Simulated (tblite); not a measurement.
Start geometry of `CC[Si]([SiH3])([SiH3])C(C)=O` from a force field or distance geometry (Å):
```
atom  x, y, z in Å
C1     2.392   -0.941    0.046
C2     0.977   -1.097   -0.521
Si3   -0.139    0.301   -0.101
Si4    0.827    1.708    1.334
Si5   -0.657    1.478   -1.933
C6    -1.746   -0.189    0.641
C7    -2.338   -1.526    0.564
O8    -2.361    0.687    1.271
H9     2.401   -0.597    1.106
H10    2.919   -1.922    0.020
H11    2.999   -0.267   -0.588
H12    0.621   -2.098   -0.230
H13    1.085   -1.098   -1.607
H14    1.792    2.589    0.665
H15    1.476    0.952    2.445
H16   -0.277    2.479    1.948
H17    0.472    1.478   -2.868
H18   -1.025    2.842   -1.518
H19   -1.841    0.810   -2.507
H20   -1.588   -2.346    0.692
H21   -3.022   -1.599    1.466
H22   -2.977   -1.627   -0.324
```

What comes out of this run: GFN2-xTB geometry optimisation, gas phase in tblite 0.8.0?

```
atom  x, y, z in Å
C1     2.3379   -0.8653   -0.5678
C2     0.9075   -1.1941   -0.1616
Si3   -0.1286    0.4124    0.0815
Si4    0.7782    1.7002    1.8060
Si5   -0.5065    1.4239   -1.9949
C6    -1.8867   -0.1053    0.6865
C7    -2.3509   -1.5297    0.5457
O8    -2.6004    0.7630    1.1446
H9     2.8178   -0.2484    0.1894
H10    2.9294   -1.7708   -0.6931
H11    2.3520   -0.3188   -1.5081
H12    0.9330   -1.7817    0.7591
H13    0.4631   -1.8351   -0.9261
H14    1.9355    2.4615    1.3162
H15    1.2722    0.8910    2.9282
H16   -0.1761    2.6626    2.3483
H17    0.7239    1.4805   -2.7933
H18   -0.9774    2.8008   -1.8464
H19   -1.4893    0.7185   -2.8267
H20   -1.6832   -2.1777    1.1098
H21   -3.3714   -1.6490    0.9039
H22   -2.2904   -1.8189   -0.5019
```

The energy falls by 85.5 kJ/mol over 166 L-BFGS steps, the largest force on an atom goes from 2.55 to 0.010 eV/Å, and the atoms move by 0.639 Å rms after alignment. The bond that changes most is Si3–Si4 (four-coordinate silicon to SiH3 silicon), which lengthens by 0.106 Å. Bonds longer at the end by more than 0.005 Å: 5 of 21; shorter: 13. Among the angles that change most is Si4–Si3–Si5, from 107.1° to 118.7°. Among the dihedrals that turn most is H13–C2–Si3–Si4, from -124° to 177°. Rotational constants go from 1121, 899.4, 856.7 to 1024, 867.8, 791.7 MHz. The orientation of the end geometry is arbitrary; only internal coordinates are fixed.

GFN2-xTB frequencies show an imaginary mode (40i cm⁻¹), so the point is no minimum at that level.

The numbers are calculated, not measured.
